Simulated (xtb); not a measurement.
CH11NOSi3, SMILES O(C)[SiH2][SiH2]N[SiH3]. All values are semi-empirical tight-binding results from xtb (GFN2-xTB unless named), good for trends rather than for accurate numbers. Coordinates come from a GFN2-xTB optimisation. The structure was generated by enumeration, and PubChem lists no compound with its InChIKey, so it may never have been made. Other conformers were not sampled.

Optimised geometry:

```xyz
17

C     -3.9398    -0.1320    -0.5246
O     -2.5517    -0.2163    -0.5972
Si    -1.4698     0.3094     0.4944
Si     0.4655    -0.2912    -0.5572
N      1.7244     0.2685     0.4986
Si     3.4250    -0.0035     0.3437
H     -4.3150    -0.6748     0.3459
H     -4.3583    -0.5712    -1.4307
H     -4.2605     0.9094    -0.4472
H     -1.7657    -0.2856     1.8141
H     -1.6909     1.7495     0.7554
H      0.6750     0.2766    -1.9056
H      0.7100    -1.7337    -0.7161
H      1.4728     1.0037     1.1375
H      3.9843     0.7164    -0.8055
H      4.0227     0.4854     1.5866
H      3.6183    -1.4397     0.1665
```

```
Item                                            Value
--------------------------------------  -------------
orbital gap                                   4.31 eV
dipole moment                                  1.53 D
zero-point energy                       71.0 kcal/mol
G − E(el) at 298.15 K (modified RRHO)   47.1 kcal/mol
static polarisability (D4 model)          113.9 bohr³
solvation energy, GFN2-xTB/ALPB(water)  -0.3 kcal/mol
solvation energy, GFN2-xTB/ALPB(chcl3)  -4.7 kcal/mol
```

Computed atomic charges and the Wiberg bond orders between heavy atoms:
charges (e) C1 0.05, O2 -0.40, Si3 0.44, Si4 0.42, N5 -0.48, Si6 0.48, H7 0.03, H8 0.05, H9 0.03, H10 -0.10, H11 -0.11, H12 -0.10, H13 -0.10, H14 0.13, H15 -0.11, H16 -0.11, H17 -0.11. Bond orders C1–O2 1.00, O2–Si3 1.15, Si3–Si4 0.80, Si4–N5 1.05, N5–Si6 1.07.
